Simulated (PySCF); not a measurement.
# Atomic charges by several schemes

Species: C6H7OS (charge -1).
Numbering: `[CH3:1][c:2]1[cH:3][s:4][c:5]([O-:6])[c:7]1[CH3:8]` (hydrogens: H9, H10, H11 on C1; H12 on C3; H13, H14, H15 on C8)

Cartesian coordinates in Å at the GFN2-xTB level; atoms count from 1:
```
atom  x, y, z in Å
C1    -1.5500   -0.9852   -0.0041
C2    -0.7263    0.2667   -0.0519
C3    -1.2620    1.5073   -0.1641
S4    -0.0433    2.7527   -0.1858
C5     1.3069    1.4876   -0.0340
O6     2.4886    1.8349    0.0011
C7     0.6882    0.2513    0.0197
C8     1.5038   -1.0031    0.1314
H9    -2.6098   -0.7512   -0.1036
H10   -1.3981   -1.5097    0.9417
H11   -1.2672   -1.6654   -0.8101
H12   -2.2962    1.7879   -0.2391
H13    2.5578   -0.7327    0.1617
H14    1.2621   -1.5658    1.0397
H15    1.3412   -1.6674   -0.7245
```

Density: PBE0/pcSseg-1 (PySCF); schemes: Mulliken, IAO, Hirshfeld and ESP-fitted. Isolated species at its GFN2-xTB geometry, gas phase. The pcSseg-1 basis has no diffuse functions, a weakness for an anion. The HOMO energy is positive at this level (+0.06 eV), so the outermost electrons may be held by the finite basis alone.

Which atoms carry the lowest charge in the Mulliken, IAO, Hirshfeld and ESP-fitted schemes?

The schemes don't all agree: Mulliken O6 (-0.522); IAO O6 (-0.603); Hirshfeld O6 (-0.403); ESP-fitted C3 (-0.614).

Which atoms carry the highest charge in the Mulliken, IAO, Hirshfeld and ESP-fitted schemes?

All schemes agree: Mulliken C5 (+0.173); IAO C5 (+0.196); Hirshfeld C5 (+0.027); ESP-fitted C5 (+0.269).

At which atom do the 4 schemes differ most?

At C3: from -0.614 (ESP-fitted) to -0.182 e (Hirshfeld), 0.432 e apart.

Tabulate the Mulliken, IAO, Hirshfeld and ESP-fitted charges.

In e:

| atom | environment | Mulliken | IAO | Hirshfeld | ESP-fitted |
| --- | --- | --- | --- | --- | --- |
| C1 | benzylic-type carbon | -0.124 | -0.411 | -0.128 | -0.554 |
| C2 | substituted aromatic carbon | -0.190 | -0.023 | -0.052 | +0.211 |
| C3 | aromatic CH next to a ring sulfur | -0.334 | -0.418 | -0.182 | -0.614 |
| S4 | thiophene-type sulfur | -0.041 | +0.024 | -0.129 | -0.237 |
| C5 | aromatic carbon bearing oxygen | +0.173 | +0.196 | +0.027 | +0.269 |
| O6 | aryloxide oxygen | -0.522 | -0.603 | -0.403 | -0.558 |
| C7 | substituted aromatic carbon | -0.394 | -0.217 | -0.116 | -0.036 |
| C8 | benzylic-type carbon | -0.139 | -0.411 | -0.142 | -0.427 |
| H9 | methyl hydrogen | +0.085 | +0.125 | +0.025 | +0.126 |
| H10 | methyl hydrogen | +0.100 | +0.127 | +0.026 | +0.143 |
| H11 | methyl hydrogen | +0.099 | +0.127 | +0.026 | +0.144 |
| H12 | aromatic hydrogen | +0.036 | +0.122 | +0.004 | +0.256 |
| H13 | methyl hydrogen | +0.098 | +0.147 | +0.023 | +0.113 |
| H14 | methyl hydrogen | +0.077 | +0.107 | +0.011 | +0.082 |
| H15 | methyl hydrogen | +0.077 | +0.107 | +0.010 | +0.083 |

Mean size of the charges over all atoms: ESP-fitted 0.257 e, IAO 0.211 e, Mulliken 0.166 e, Hirshfeld 0.087 e. Each set sums to the total charge, -1, to within 0.001 e. The IAO scheme projects the occupied orbitals on a minimal set of polarised atomic orbitals and counts the electrons in each atom's part of it.

How closely do the schemes follow one another over all atoms?

Correlation coefficient and root-mean-square difference: IAO with ESP-fitted 0.91, 0.127 e; IAO with Hirshfeld 0.91, 0.161 e; Mulliken with Hirshfeld 0.89, 0.113 e; Mulliken with IAO 0.87, 0.129 e; Hirshfeld with ESP-fitted 0.83, 0.222 e; Mulliken with ESP-fitted 0.70, 0.222 e.

Sum the charges by element, for elements with more than one atom.

```
element  atoms  Mulliken     IAO  Hirshfeld  ESP-fitted
      C      6    -1.008  -1.284     -0.593      -1.151
      H      7    +0.571  +0.862     +0.124      +0.947
```

How many electrons does the ESP-fitted scheme count on C5?

Z − q = 6 − (+0.269) = 5.731.

These values come from a run that also computed NMR shieldings. The run took 30 s (with the writing of density and orbital grids) on one thread of an Arm Neoverse V1, shared host with 64 logical CPUs at a one-minute load of 13, and the process peaked at 0.81 GiB of memory.
